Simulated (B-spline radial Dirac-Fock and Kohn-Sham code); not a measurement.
# K-line shifts caused by a second vacancy in Pb²²⁺

System: Pb²²⁺, [Kr] 4d10 4f13 5s1 (tabulated as the ground configuration, which this calculation does not bear out).

The run's input, task.json:

```json
{"items": [{
  "Z": 82,
  "q": 22,
  "cfg": [[1, 0, 2], [2, 0, 2], [2, 1, 6], [3, 0, 2], [3, 1, 6], [3, 2, 10], [4, 0, 2], [4, 1, 6], [4, 2, 10], [4, 3, 13], [5, 0, 1]],
  "A": 208,
  "rrms": 5.5012,
  "do": ["binding", "quiet", "double"]
}]}
```

Run with: `python xray_run.py task.json out`

Level of theory: Dirac-Fock energy differences between relaxed states, corrected for Breit and QED terms; a radial finite-basis atomic code. Each two-hole energy is an average over J within one jj subconfiguration, not an observable level; in light atoms, where LS coupling holds, the j-resolved values are not observed lines, and for a K spectator the Kα1 hypersatellite is nearly forbidden. Electron correlation is not included.

Lines without a spectator: Kα2 (K-L2) 72807.8 eV, Kα1 (K-L3) 74973.6 eV, Kβ3 (K-M2) 84461.9 eV, Kβ1 (K-M3) 84951.2 eV. Shifts in eV with one spectator hole (a dash: not computed, or left out as unreliable):

```
spectator hole      Kα2      Kα1      Kβ3      Kβ1
        K (1s)  +1153.0  +1263.0  +1500.2  +1526.3
    L2 (2p1/2)   +153.9   +213.7        –   +390.4
    L3 (2p3/2)   +103.7   +118.8   +272.9        –
    M2 (3p1/2)        –    +35.7    +65.4    +77.8
    M3 (3p3/2)   +17.07        –    +51.6    +53.2
    M4 (3d3/2)    +5.81    +2.70        –        –
    M5 (3d5/2)    -0.16    +4.71        –        –
```
